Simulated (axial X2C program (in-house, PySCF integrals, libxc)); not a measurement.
**Outer orbitals of CoTe at 2.298 Å, TPSS**

All values were computed with an in-house all-electron X2C program for linear molecules (integrals from PySCF). Spin-free means the one-electron spin-free X2C Hamiltonian; two-component (2c) means X2C with spin–orbit coupling and atomic mean-field two-electron Coulomb and Gaunt terms, so the difference of the two also holds small scalar two-electron terms. Basis: Te dyall-cv3z [11s12p8d4f1g], Co dyall-cv3z [9s10p6d3f2g] (cores contracted in-house); Gaussian nuclei, density fitting, unrestricted open shells. Masses: Te 129.906 u, Co 58.933 u.

The distance is close to the 2c PBE0 minimum; the highest filled and lowest empty levels are listed.

Spin-free orbitals, state M_S = 3/2, Λ = 2 (beyond evenly filled blocks: π+α, π-α, δ+α, δ+β, δ-α) (Löwdin shares):

```tsv
symmetry	occupied	ε (eV)	atomic character
σα	yes	-14.77	77% Te s, 10% Co p, 7% Co s
σβ	yes	-14.35	76% Te s, 10% Co p, 8% Co s
π-α	yes	-7.60	90% Co d, 9% Te p
π+α	yes	-7.60	90% Co d, 9% Te p
σα	yes	-7.52	48% Co d, 39% Te p, 8% Co s
δ-α	yes	-7.15	100% Co d
δ+α	yes	-7.15	100% Co d
σβ	yes	-7.04	55% Te p, 27% Co d, 11% Co s
σα	yes	-6.04	44% Co d, 30% Co s, 24% Te p
π-β	yes	-5.65	50% Te p, 44% Co d, 4% Co p
π+β	yes	-5.65	50% Te p, 44% Co d, 4% Co p
π-α	yes	-5.33	79% Te p, 12% Co d, 9% Co p
π+α	yes	-5.33	79% Te p, 12% Co d, 9% Co p
σβ	yes	-5.26	63% Co d, 22% Co s, 13% Te p
δ+β	yes	-4.95	100% Co d
δ-β	no	-4.95	100% Co d
π-β	no	-3.91	56% Co d, 36% Te p, 7% Co p
π+β	no	-3.91	56% Co d, 36% Te p, 7% Co p
σα	no	-3.45	39% Co p, 35% Co s, 19% Te p
```

A filled and an empty partner (Λ and −Λ, same spin) share one energy because the functional has no current term.

Spinors with spin–orbit coupling (state Ω = 7/2):

| ω | occupied | ε (eV) | atomic character | λ mixture |
| --- | --- | --- | --- | --- |
| 1/2 | yes | -14.77 | 77% Te s, 10% Co p, 7% Co s | 100% σ |
| -1/2 | yes | -14.35 | 76% Te s, 10% Co p, 8% Co s | 100% σ |
| -1/2 | yes | -7.66 | 86% Co d, 13% Te p | 99% π, 1% σ |
| 3/2 | yes | -7.55 | 91% Co d, 8% Te p | 100% π |
| 1/2 | yes | -7.55 | 46% Co d, 41% Te p, 8% Co s | 99% σ, 1% π |
| -3/2 | yes | -7.21 | 100% Co d | 100% δ |
| -1/2 | yes | -7.08 | 55% Te p, 29% Co d, 10% Co s | 96% σ, 4% π |
| 5/2 | yes | -7.08 | 100% Co d | 100% δ |
| 1/2 | yes | -6.10 | 48% Co d, 29% Te p, 22% Co s | 83% σ, 17% π |
| 1/2 | yes | -5.74 | 50% Te p, 37% Co d, 8% Co s | 81% π, 19% σ |
| -3/2 | yes | -5.51 | 49% Co d, 45% Te p, 4% Co p | 100% π |
| -1/2 | yes | -5.51 | 72% Te p, 20% Co d, 8% Co p | 92% π, 8% σ |
| -1/2 | yes | -5.24 | 57% Co d, 23% Co s, 18% Te p | 95% σ, 5% π |
| 3/2 | yes | -5.12 | 77% Te p, 13% Co d, 9% Co p | 97% π, 3% δ |
| 3/2 | yes | -5.00 | 97% Co d, 2% Te p | 97% δ, 3% π |
| -5/2 | no | -4.89 | 100% Co d | 100% δ |
| 1/2 | no | -4.03 | 61% Co d, 30% Te p, 6% Co p | 97% π, 3% σ |
| -3/2 | no | -3.80 | 51% Co d, 40% Te p, 8% Co p | 100% π |
| 1/2 | no | -3.42 | 38% Co p, 34% Co s, 21% Te p | 97% σ, 3% π |

(1) How does the gap between the highest filled and lowest empty level change from the spin-free to the 2c table?

Mulliken charges and populations of the two-component result (they depend on the basis, above all on diffuse functions):

Te -0.26 e (s 9.95 p 22.26 d 20.04 f 0.02), Co 0.26 e (s 6.84 p 12.21 d 7.69). ⟨Lz⟩ = 2.00 ħ and ⟨Sz⟩ = 1.50 ħ (0.38 and 1.11 on the two atoms), which add up to Ω.

Occupations by symmetry block were frozen at the best pattern of an incomplete PBE0 search. Density functionals use the spin component along the axis (collinear). PBE0 can misorder states that lie within some tenths of an eV, so this need not be the ground state of the molecule. The nearest other spin-free determinant of the search, M_S = 1/2, Λ = 4, lies 0.57 eV up at the distance of the search. The functionals have no current-density term, which raises determinants with orbital currents, atoms included. With several unpaired electrons one determinant need not be a pure state. A state of lower Ω lies just above, and one determinant can place such states too high, so the state shown need not be the lowest. The search has Ω = 1/2 only 0.05 eV up.

## Answers

(1) From 0.00 to 0.11 eV at TPSS, a change of 0.11 eV.
